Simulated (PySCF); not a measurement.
## Molecular orbitals of PBr⁺

M06-2X at R = 2.060 Å; PySCF, no relativity, basis sets P def2-TZVPPD, Br def2-TZVPPD. State: ²Π (doublet), unpaired electrons π ↑. Only the outer orbitals are listed, counted within each symmetry.

| spin | orbital | occ. | ε (eV) | on P (%) | main shells (%) |
| --- | --- | --- | --- | --- | --- |
| α | 10σ | 1 | -32.31 | 16 | 80 Br s, 13 P s |
| α | 11σ | 1 | -25.21 | 69 | 70 P s, 19 Br s, 12 Br p |
| α | 12σ | 1 | -18.81 | 52 | 46 Br p, 36 P p, 14 P s |
| α | 5π | 1 | -18.56 | 29 | 70 Br p, 27 P p |
| α | 5π | 1 | -18.14 | 23 | 76 Br p, 20 P p |
| α | 6π | 1 | -14.61 | 72 | 72 P p, 28 Br p |
| α | 6π | 0 | -10.50 | 77 | 77 P p, 20 Br p |
| α | 13σ | 0 | -6.26 | 61 | 44 P p, 24 Br p, 12 P d |
| α | 14σ | 0 | -3.82 | 39 | 47 Br s, 31 P s, 11 P d |
| β | 10σ | 1 | -32.06 | 13 | 83 Br s, 10 P s |
| β | 11σ | 1 | -24.23 | 66 | 67 P s, 17 Br p, 16 Br s |
| β | 12σ | 1 | -18.35 | 55 | 43 Br p, 35 P p, 19 P s |
| β | 5π | 1 | -18.06 | 18 | 81 Br p, 15 P p |
| β | 5π | 1 | -17.69 | 16 | 83 Br p, 13 P p |
| β | 6π | 0 | -10.03 | 82 | 82 P p, 16 Br p |
| β | 6π | 0 | -9.32 | 84 | 84 P p, 13 Br p |
| β | 13σ | 0 | -5.97 | 62 | 45 P p, 23 Br p, 11 P d |

Problem. Which are the highest filled and the lowest empty level, where do they sit, and how wide is the gap?

Solution. Highest filled α 6π at -14.61 eV (in %: 72 P p, 28 Br p); lowest empty α 6π at -10.50 eV (in %: 77 P p, 20 Br p); the gap at M06-2X is 4.11 eV. Both belong to one degenerate shell, split only by its one-sided filling, so this is no excitation gap.

| Property | Result |
| --- | --- |
| bond order (Mayer) | 1.70 |
| ⟨S²⟩ | 0.757 |
| charge on P (Mulliken, basis-dependent) | 0.70 |
| charge on P (Löwdin, basis-dependent) | 0.54 |
| dipole moment (positive dipole points towards Br; it is taken about the centre of mass and depends on that origin) | -3.27 D |

Spin–orbit coupling is left out. The state is the lowest determinant that a PBE0 search found; another state may lie lower at other levels.
